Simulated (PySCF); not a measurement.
## Zinc: a sound run and one with changed settings

Sound run: Zn [Ar] 3d10 4s2, Zn+ [Ar] 3d10 4s1. Computed with PySCF 2.14 in 6-31G*, with no relativity, point nucleus. In the sound run the correlated levels freeze [Ar]. The sound run starts from symmetry-adapted Hartree-Fock orbitals and uses a fine grid where one is needed.

Changed run: a valence shell is frozen. This setting is unsound on purpose.

| species | method | sound run (hartree) | changed run (hartree) | converged |
| --- | --- | --- | --- | --- |
| Zn | MP2 | -1777.72777 | -1777.49996 | yes |
| Zn | CCSD(T) | -1777.72146 | -1777.51239 | yes |

Ionisation energy of Zn:

```json
{"method": "UHF", "sound run (eV)": "7.401", "changed run (eV)": "7.401"}
{"method": "MP2", "sound run (eV)": "8.231", "changed run (eV)": "7.914"}
{"method": "SCS-MP2", "sound run (eV)": "8.291", "changed run (eV)": "8.017"}
{"method": "CCSD", "sound run (eV)": "8.445", "changed run (eV)": "8.252"}
{"method": "CCSD(T)", "sound run (eV)": "8.484", "changed run (eV)": "8.252"}
{"method": "CCSDT", "sound run (eV)": "n/a", "changed run (eV)": "8.252"}
{"method": "FCI", "sound run (eV)": "n/a", "changed run (eV)": "8.252"}
```

Freezing a valence shell removes pair correlation that changes on ionisation.

For comparison, NIST gives 9.394 eV between the lowest levels.
